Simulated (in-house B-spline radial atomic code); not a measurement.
Configurations of Ag⁸⁺, with energies counted from [Kr] 4d3. All numbers are computed (scalar-relativistic (X2C) PBEsol, spin-polarised, spherical fractional occupations; Fermi nucleus of rms radius 4.5454 fm) with a radial B-spline atomic code at the basis-set limit, not measured. Shells without spins written out take the highest spin.

Occupations are held fixed; configurations that lie above the ionisation limit could autoionise.

```
                                                  configuration  E - E(ref) (eV)  highest orbital  its <r> (bohr)
                                                   [Kr] 4d2 5p1           53.003            5p up           1.923
                         [Kr] 4d(1 up, 1 down) 5p(0 up, 1 down)           54.683          5p down           1.931
                         [Kr] 4d(2 up, 0 down) 5f(0 up, 1 down)            92.99          5f down           2.776
                                      [Ar] 3d10 4s2 4p5 4d3 5f1           147.89            5f up           2.742
                                       [Ar] 3d9 4s2 4p6 4d3 4f1           438.62            4f up           1.281
[Ar] 3d(4 up, 5 down) 4s2 4p6 4d(2 up, 1 down) 4f(1 up, 0 down)           442.63            4f up           1.291
                                       [Ar] 3d9 4s2 4p6 4d3 5d1           454.72            5d up           2.192
```

(1) Order these further configurations by energy, lowest first.
A. [Ar] 3d9 4s2 4p6 4d3 5f1
B. [Ar] 3d9 4s2 4p6 4d4
C. [Kr] 4d(2 up, 1 down)
D. [Ar] 3d10 4s2 4p(3 up, 2 down) 4d(3 up, 0 down) 5d(1 up, 0 down)
E. [Kr] 4d2 5s1

(2) How far above the reference does [Ar] 3d10 4s2 4p5 4d4 lie?

(3) How far above the reference does [Kr] 4d2 5d1 lie?

## Answers

(1) C (2.3655 eV), E (39.844 eV), D (127.91 eV), B (378.08 eV), A (474.92 eV).

(2) 53.647 eV; its least bound orbital is 4d up with <r> = 1.048 bohr.

(3) 72.751 eV; its least bound orbital is 5d up with <r> = 2.233 bohr.
